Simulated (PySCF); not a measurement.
These are TPSSh-D3(BJ)/def2-TZVP // PBE0-D3(BJ)/def2-TZVP in PySCF values and carry that method's errors. All species are isolated molecules in the gas phase. 

Reference species (SMILES): `[SbH3]` (neutral, multiplicity 1).

The HOMO is -7.03 eV. The hole reorganisation energy (four-point) is 1.321 eV and the HOMO–LUMO gap is 6.53 eV. The LUMO is -0.50 eV.

Changed species: `[MgH2]`.

Task: Give the shifts of the HOMO, hole reorganisation energy (four-point), HOMO–LUMO gap and LUMO.

Result: the HOMO goes up by 0.34 eV, to -6.69 eV; the hole reorganisation energy (four-point) falls by 1.197 eV, to 0.124 eV; the HOMO–LUMO gap decreases by 0.55 eV, to 5.98 eV; the LUMO decreases by 0.21 eV, to -0.71 eV.
